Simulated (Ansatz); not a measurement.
Program: Ansatz. Geometries: PBE0-D4/def2-TZVP. ΔE: electronic, gas phase. CCSD(T)/CBS is the MP2 limit (def2-TZVPP, def2-QZVPP) plus CCSD(T) − MP2 in def2-TZVPP, frozen cores. Elements past krypton have def2 core potentials. For Sn, Te outer-core shells are correlated without core-valence functions, which leaves a few kJ/mol of doubt a bond. Each species was taken in one conformer, which may not be the lowest.

Reaction (formal exchange of groups at the Si–Si bond): `O[SiH]([SiH3])[TeH]` + `[CH3][SnH2][CH3]` → `[CH3][SnH]([CH3])[SiH3]` + `O[SiH2][TeH]`

`O[SiH]([SiH3])[TeH]`:

Cartesian coordinates in Å:
```
O -1.740 0.776 1.056
Si -0.550 -0.331 0.769
Si 1.379 0.598 -0.175
Te -1.256 -2.185 -0.757
H -2.229 1.100 0.298
H -0.296 -0.972 2.083
H 1.065 1.038 -1.563
H 2.451 -0.430 -0.226
H 1.862 1.775 0.598
H -0.686 -1.368 -2.083
```

`[CH3][SnH2][CH3]`:

```xyz
11

C     1.764    0.347    0.064
Sn   -0.236    0.096    0.791
C    -1.537   -0.439   -0.825
H     2.433    0.620    0.880
H     1.790    1.134   -0.691
H     2.117   -0.582   -0.384
H    -0.776    1.557    1.507
H    -0.264   -1.135    1.985
H    -1.527    0.343   -1.585
H    -1.205   -1.374   -1.277
H    -2.558   -0.566   -0.464
```

`[CH3][SnH]([CH3])[SiH3]`:

Z-matrix (Å, degrees):
```
C
Sn 1 2.147
H 1 1.090 2 110.0
H 1 1.091 2 109.7 3 -119.8
H 1 1.090 2 110.4 3 120.2
C 2 2.147 1 108.8 3 61.9
Si 2 2.568 1 110.6 3 -59.8
H 2 1.718 1 108.6 3 179.9
H 6 1.090 2 110.0 1 -62.0
H 6 1.091 2 109.7 1 57.8
H 6 1.090 2 110.4 1 177.8
H 7 1.489 2 111.1 1 -180.0
H 7 1.489 2 110.4 1 60.3
H 7 1.489 2 111.1 1 -59.4
```

`O[SiH2][TeH]`:

Z-matrix (Å, degrees):
```
Si
Te 1 2.499
O 1 1.643 2 113.5
H 1 1.478 2 108.1 3 116.6
H 1 1.485 2 106.3 3 -123.7
H 2 1.657 1 91.0 3 97.5
H 3 0.959 1 117.4 2 -44.3
```

| species | CCSD/CBS(def2) energy (Eh) |
| --- | --- |
| `O[SiH]([SiH3])[TeH]` | -924.69473 |
| `[CH3][SnH2][CH3]` | -294.91210 |
| `[CH3][SnH]([CH3])[SiH3]` | -585.19774 |
| `O[SiH2][TeH]` | -634.41958 |

(1) Work out ΔE.

Largest T1 diagnostic among the species: 0.012.

Results:

(1) ΔE = (-585.19774) + (-634.41958) − (-924.69473) − (-294.91210) = -0.01049 Eh = -27.5 kJ/mol. CCSD(T)/CBS gives -26.3 kJ/mol.

The D4 term adds +3.3 kJ/mol with B3LYP and +1.6 kJ/mol with PBE0; it sums over pairs of atoms, weighted by their polarisabilities, and B3LYP, whose exchange is more repulsive, gets the larger term.

B3LYP here is the variant with VWN-RPA as its local correlation; programs differ in this.
